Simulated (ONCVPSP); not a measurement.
Transferability test, ONCV potential for Pt (Z = 78)

| Item | Value |
| --- | --- |
| Element | platinum |
| Generator | ONCVPSP 4.0.1 |
| Type | optimised norm-conserving Vanderbilt (ONCV) |
| Functional | LDA (Perdew-Wang 92) |
| Relativity | fully relativistic |
| Frozen core | [Kr] 4d10 4f14 |
| Valence charge | 18 |
| Reference configuration | 5s2 5p6 5d9 (charge +1) |
| Partial waves | 5s: rc 1.40 bohr, ncon 4, nbas 8, qcut 8.8 1/bohr, 2 projectors, debl 0.5 Ha; 5p: rc 1.80 bohr, ncon 3, nbas 7, qcut 7.8 1/bohr, 2 projectors, debl 3.5 Ha; 5d: rc 1.50 bohr, ncon 4, nbas 7, qcut 6.7 1/bohr, 3 projectors, debl 0.6 Ha; f scattering state at 0.42 Ha: rc 1.45 bohr, ncon 4, nbas 7, qcut 7.2 1/bohr, 2 projectors, debl 3 Ha |
| Local potential | polynomial inside 1.30 bohr (lpopt 5, dvloc0 4 Ha) |
| Core correction | Teter function fitted to the true core (icmod 2), fcfact 0.5 |

Open shells are filled in proportion to 2j + 1.

In the s channel the program set the typed energies aside and used -4.051, 0.250 Ha.

Energies are relative to the spin-unpolarised reference configuration 5s2 5p6 5d9; without spin polarisation the order of configurations can differ from experiment.

```
valence configuration  charge  ΔE all-electron (eV)  error AE − PS (meV)
          5s2 5p6 5d8      +2                20.276                 +0.2
          5s2 5p6 5d7      +3                52.789                 +0.1
```

Q: What are ΔE and the potential's error for 5s1 5p6 5d9 6s1?

A: ΔE = 99.185 eV all-electron; the error (AE − PS) is -119 meV.

Q: What are ΔE and the potential's error for 5s2 5p6 5d9 6s1?

A: ΔE = -9.551 eV all-electron; the error (AE − PS) is -0.4 meV.

Note: no bound ghost flagged; GHOST(+) flagged for f7/2 at 49.8 eV, f5/2 at 78.0 eV, s at 445.7 eV.
